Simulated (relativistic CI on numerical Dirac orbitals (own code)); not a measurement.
Computed by Dirac-Coulomb-Breit CI, orbitals from a KLI potential per configuration, a model potential for QED, unscaled Slater integrals (own radial code, finite nucleus).

Configuration list (outside the closed core 1s2): 2s, 2p, 3s, 3p, 3d, 4s, 4p, 4d, 4f, 5s, 5p, 5d, 5f, 5g, 6s, 6p, 6d. Levels of other configurations are missing.

At this charge energies of transitions that change n are usually good to better than 1 %, and those within a shell (Δn = 0) to a few per cent.

Outline of the computed level scheme of Rb XXXV. Lowest level of each configuration: 2s ²S1/2 at 0.00 eV; 2p ²P°1/2 at 73.80 eV; 3s ²S1/2 at 2444.74 eV; 3p ²P°1/2 at 2465.22 eV; 3d ²D3/2 at 2494.23 eV; 4s ²S1/2 at 3288.76 eV; 4p ²P°1/2 at 3297.19 eV; 4d ²D3/2 at 3309.37 eV; 4f ²F°5/2 at 3312.40 eV.

Some strong electric-dipole decays among the lowest 15 levels: 3d ²D5/2 → 2p ²P°3/2 (9.8e+13 s⁻¹); 3d ²D3/2 → 2p ²P°1/2 (8.4e+13 s⁻¹); 3p ²P°1/2 → 2s ²S1/2 (3.5e+13 s⁻¹); 3p ²P°3/2 → 2s ²S1/2 (3.2e+13 s⁻¹); 4d ²D5/2 → 2p ²P°3/2 (3.2e+13 s⁻¹); 4d ²D3/2 → 2p ²P°1/2 (2.8e+13 s⁻¹); 4f ²F°7/2 → 3d ²D5/2 (2.1e+13 s⁻¹); 4f ²F°5/2 → 3d ²D3/2 (1.9e+13 s⁻¹).
